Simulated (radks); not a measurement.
Charge is removed step by step from the 5d (averaged over the sub-levels emptied) level of the lead ion Pb3+, starting from [Xe] 4f14 5d10 6s1. Calculated with a radial shooting solver on a logarithmic mesh with Libxc functionals: Dirac Kohn-Sham, PBE, spin-unpolarised, spherical densities, finite nucleus; Fermi nuclear charge, rms radius 5.5012 fm.

removed (e)	E - E(0) (eV)	eigenvalue (eV)	E minus straight line (eV)
0	0.000	-49.415	0.000
0.125	6.296	-51.324	-0.851
0.25	12.832	-53.248	-1.463
0.375	19.609	-55.187	-1.834
0.5	26.629	-57.141	-1.961
0.625	33.895	-59.109	-1.843
0.75	41.407	-61.091	-1.478
0.875	49.168	-63.088	-0.864
1	57.180	-65.097	0.000

Removing the whole electron costs 57.180 eV by Delta-SCF, against 49.415 eV from minus the eigenvalue at the starting occupation. Slater's transition state (half an electron removed) gives 57.141 eV. Integrating minus the eigenvalue over the occupation (Janak's theorem) gives 57.180 eV. The mean slope of the eigenvalue, de/dn, is 15.7 eV per electron.
